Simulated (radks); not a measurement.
All-electron atom: In II in [Kr] 4d10 5p2 (not the ground configuration). Method: scalar-relativistic Kohn-Sham, BLYP, spin-polarised, spherical densities, finite nucleus; open shells are filled with parallel spins first (spin-orbit coupling, left out, can overturn this in heavy ions); Fermi nuclear charge, rms radius 4.6156 fm; computed with a radial shooting solver on a logarithmic mesh with Libxc functionals. Some entries of the table are withheld. Estimate them.

orbital  occ.  eigenvalue (eV)  <r^2> (bohr^2)
1s up       1        -27767.68        0.001195
1s down     1        -27767.64        0.001195
2s up       1        -4166.457         0.01947
2s down     1        -4166.446         0.01947
2p up       3        -3741.175         0.01536
2p down     3        -3741.149         0.01536
3s up       1        -798.7389          0.1390
3s down     1        -798.7067          0.1390
3p up       3        -659.4772          0.1399
3p down     3        -659.4408          0.1399
3d up       5        -443.1126          0.1251
3d down     5        -443.0797          0.1251
4s up       1              (1)             (2)
4s down     1              (3)             (4)
4p up       3         -88.4303          0.9714
4p down     3         -88.3465          0.9697
4d up       5         -28.8627           1.651
4d down     5         -28.6551           1.621
5p up       2         -10.3640             (5)
5p down     0          -9.1689             (6)

Answer. 
(1) 4s up eigenvalue (eV): -129.9602
(2) 4s up <r^2> (bohr^2): 0.8136
(3) 4s down eigenvalue (eV): -129.8838
(4) 4s down <r^2> (bohr^2): 0.8133
(5) 5p up <r^2> (bohr^2): 10.34
(6) 5p down <r^2> (bohr^2): 10.60
